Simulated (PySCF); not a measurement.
H₅PSi, charge -1, doublet, at a GFN2-xTB geometry (a state made from the parent by changing its charge; the spin is typed, not shown lowest) (in this run its highest filled SCF level lies above zero, so its values depend strongly on the basis, on diffuse functions most of all). Base run: PySCF with DF-PBE0/aug-cc-pVDZ.

PySCF was given this input:
```python
from pyscf import gto, scf, dft

mol = gto.M(
    atom='''
Si   -1.119098   -0.112898    0.022331
P     1.156020    0.152827   -0.134155
H    -2.292607   -0.935822   -0.467765
H    -1.557231    1.254935   -0.309717
H    -1.350695   -0.269869    1.481762
H     1.361397   -1.185608    0.158039
H     2.166209    0.424519    0.837378
''',
    basis='aug-cc-pvdz',
    charge=-1,
    spin=1,
    verbose=4,
)

mf = dft.UKS(mol)
mf.xc = 'pbe0'
mf = mf.density_fit(auxbasis='def2-universal-jkfit')
mf.kernel()
```

The base run was repeated with changes; each row names its change, and settings that it needs were set with it.

```json
[
 {"change": "base", "ΔE vs base (mEh)": "0.000", "SCF cycles": "11", "<S^2>": "0.756"},
 {"change": "init_guess = vsap", "ΔE vs base (mEh)": "0.000", "SCF cycles": "13", "<S^2>": "0.756"},
 {"change": "solver = newton; init_guess = 1e", "ΔE vs base (mEh)": "0.000", "SCF cycles": "-", "<S^2>": "0.756"},
 {"change": "conv_tol = 1e-7", "ΔE vs base (mEh)": "0.000", "SCF cycles": "8", "<S^2>": "0.756"},
 {"change": "level_shift = 0.3 (with mf.max_cycle = 100)", "ΔE vs base (mEh)": "0.000", "SCF cycles": "33", "<S^2>": "0.756"},
 {"change": "diis_space = 4", "ΔE vs base (mEh)": "0.000", "SCF cycles": "12", "<S^2>": "0.756"},
 {"change": "diis = off; damp = 0.6 (with mf.diis_start_cycle = 200; with mf.max_cycle = 150)", "ΔE vs base (mEh)": "0.000", "SCF cycles": "26", "<S^2>": "0.756"},
 {"change": "level_shift = 0.1 (with mf.max_cycle = 100)", "ΔE vs base (mEh)": "0.000", "SCF cycles": "17", "<S^2>": "0.756"},
 {"change": "conv_tol_grad = 1e-3", "ΔE vs base (mEh)": "0.000", "SCF cycles": "11", "<S^2>": "0.756"},
 {"change": "conv_tol = 1e-4", "ΔE vs base (mEh)": "0.003", "SCF cycles": "5", "<S^2>": "0.756"},
 {"change": "level_shift = 1.0 (with mf.max_cycle = 100)", "ΔE vs base (mEh)": "0.000", "SCF cycles": "87", "<S^2>": "0.756"},
 {"change": "init_guess = sap", "ΔE vs base (mEh)": "0.000", "SCF cycles": "12", "<S^2>": "0.756"},
 {"change": "solver = newton", "ΔE vs base (mEh)": "0.000", "SCF cycles": "-", "<S^2>": "0.756"}
]
```

Open shells are given as the SCF converged; they aren't shown to be the lowest states, and a large step between rows can be another state.
